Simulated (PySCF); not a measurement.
**Shifts of the heteroatoms**

Atom-mapped SMILES (the numbers label the heavy atoms): `[SiH3:1][O:2][SiH2:3][Si:4]([SiH3:5])([SiH3:6])[Cl:7]` (H(Xn): hydrogen on atom n).

One conformer, rapidly exchanging positions averaged, no solvent, no relativistic terms. σ from GIAO-PBE0/pcSseg-1; GFN2-xTB structure; PySCF.

Problem. What are the 29Si shifts?

Solution. 
```json
{"atoms": "Si4", "environment": "silicon bonded to Cl, 3 Si", "σ (ppm)": "376.5", "δ (ppm)": "-29.5"}
{"atoms": "Si3", "environment": "silicon bonded to O, Si, 2 H", "σ (ppm)": "377.8", "δ (ppm)": "-30.6"}
{"atoms": "Si1", "environment": "silicon bonded to O, 3 H", "σ (ppm)": "391.4", "δ (ppm)": "-41.8"}
{"atoms": "Si5/Si6", "environment": "silicon bonded to Si, 3 H", "σ (ppm)": "451.2", "δ (ppm)": "-90.9"}
```

Shieldings were converted by a linear fit to measured shifts: 29Si (scatter 8.9 ppm rms, 25.8 ppm with the 6 outliers that the fit left out vs TMS, solution or neat liquid). A few per cent of atoms miss by over 2 rms, more outside the fitted compound classes.

On a 400 MHz spectrometer 29Si resonates near 79.5 MHz, so 1 ppm is 79.5 Hz.

Problem. Where does 17O resonate?

Solution. 
| atoms | environment | σ (ppm) | δ (ppm) |
| --- | --- | --- | --- |
| O2 | oxygen bonded to 2 Si | 340.0 | -43.0 |

Shieldings were converted by a linear fit to measured shifts: 17O: δ = 266.70 − 0.911σ (rms 10.7 ppm, 155 shifts, 12.2 ppm with the 3 outliers that the fit left out vs liquid water, solution or neat liquid). Occasional misses reach two or three times the rms, and more in compound classes unlike the fitted ones.

On a 400 MHz spectrometer 17O resonates near 54.2 MHz, so 1 ppm is 54.2 Hz.
